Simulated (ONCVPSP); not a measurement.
lithium: one change to an ONCV potential, before and after

* Element: lithium (Li)
* Generator: ONCVPSP 4.0.1
* Type: optimised norm-conserving Vanderbilt (ONCV)
* Functional: PBE
* Relativity: scalar-relativistic
* Frozen core: [He]
* Valence charge: 1
* Reference configuration: 2s0.5 2p0.5
* Partial waves: 2s: rc 3.10 bohr, ncon 4, nbas 8, qcut 2.3 1/bohr, 3 projectors, debl 0.4 Ha; 2p: rc 4.00 bohr, ncon 5, nbas 9, qcut 1.7 1/bohr, 2 projectors, debl 0.9 Ha
* Local potential: polynomial inside 2.70 bohr (lpopt 5, dvloc0 0 Ha)
* Core correction: Teter function fitted to the true core (icmod 2), fcfact 0.45

All-electron outer shells of the reference configuration (PBE, scalar-relativistic, ld1.x):

```csv
shell,level (eV),outermost node (bohr),outermost maximum (bohr)
1s,-52.63,–,0.36
2s,-3.14,0.83,3.12
2p,-1.35,–,3.86
```

Change: s: qcut 2.4; p: qcut 1.8.

Cutoffs: the cutoffs (Ha) at which the residual kinetic energy of the hardest occupied pseudo-wave falls to 1 and 0.1 mHa per electron; they do not see the model core or the augmentation charge, which bear on the density cutoff. Errors are all-electron minus pseudo energies relative to the spin-unpolarised reference configuration.

Task: Predict the effect on cutoff, ghosts and configuration errors.

Result: The potential gets softer (1.7 Ha and 11 Ha → 1.6 Ha and 9.0 Ha); the errors of the 3 common tests hardly move; neither file shows a bound ghost.

```csv
quantity,base,changed
"cutoff, loose",1.7 Ha,1.6 Ha
"cutoff, tight",11 Ha,9.0 Ha
loose cutoff by channel,"s 1.5 Ha, p 1.7 Ha","s 1.6 Ha, p 1.6 Ha"
bound ghosts,none,none
GHOST(+) flags under 300 eV,none,none
"error for 2s1 2p0, meV [ΔE -0.89 eV]",-3.2,-3.0
"error for 2s0.5 2p0, meV [ΔE 1.16 eV]",+4.9,+4.6
"error for 2s0 2p1, meV [ΔE 0.89 eV]",-3.8,-3.5
s: phases at 3.14 bohr within 0.05 rad from the reference energy up to (Ha; the scan ends near 5),3.0,3.0
p: phases at 4.07 bohr within 0.05 rad from the reference energy up to (Ha; the scan ends near 5),1.6,1.6
"rms error of d²Exc/dni dnj with the model core, mHa",2.50,2.53
```

Base: The cutoffs count occupied waves only; projector 2 of the p channel, the hardest unoccupied one, needs 11 Ha at the loose tolerance. Changed file: The cutoffs count occupied waves only; projector 2 of the p channel, the hardest unoccupied one, needs 12 Ha at the loose tolerance.
